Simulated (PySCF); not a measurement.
# From computed data to an observable: entropy of an ideal gas

Ga(H)2(OH) (GaH₃O), SMILES [OH][GaH2].

Coordinates come from a PBE-D3(BJ)/def2-TZVP optimisation.

PBE-D3(BJ)/def2-TZVP in PySCF gives the harmonic wavenumbers 466, 476, 596, 649, 707, 844, 1919, 1967, 3734 cm⁻¹ and the rotational temperatures 5.0396, 0.5038, 0.4580 K. The molar mass is 88.75 g/mol, the symmetry number 1, the spin multiplicity 1.

### Question
Work out the entropy at 298.15 K and 1 atm in the rigid-rotor, harmonic-oscillator model.

### Answer

Translation (Sackur–Tetrode at 1 atm): S = R[1.5 ln M + 2.5 ln T − 1.16487] = 164.7 J/(mol K).
Rotation: q = (√π/σ) T^1.5/√(θA θB θC) = 8460, S = R[ln q + 3/2] = 87.7 J/(mol K).
Vibration: with u = 1.4388 ν/T, each mode gives R[u/(e^u − 1) − ln(1 − e^−u)]:
| ν (cm⁻¹) | modes | u | S (J/(mol K)) |
|---|---|---|---|
| 466 | 1 | 2.25 | 3.13 |
| 476 | 1 | 2.30 | 3.02 |
| 596 | 1 | 2.88 | 1.91 |
| 649 | 1 | 3.13 | 1.56 |
| 707 | 1 | 3.41 | 1.25 |
| 844 | 1 | 4.07 | 0.73 |
| 1919 | 1 | 9.26 | 0.01 |
| 1967 | 1 | 9.49 | 0.01 |
The stiffer modes add less than 0.005 each. Sum 11.6 J/(mol K).
Spin: R ln 1 = 0.0 J/(mol K).
Total 264.0 J/(mol K); the program's own thermochemistry gives 264.0. Translation makes up 62 % and vibration 4 %. Anharmonicity, hindered rotation and orbital degeneracy are left out.
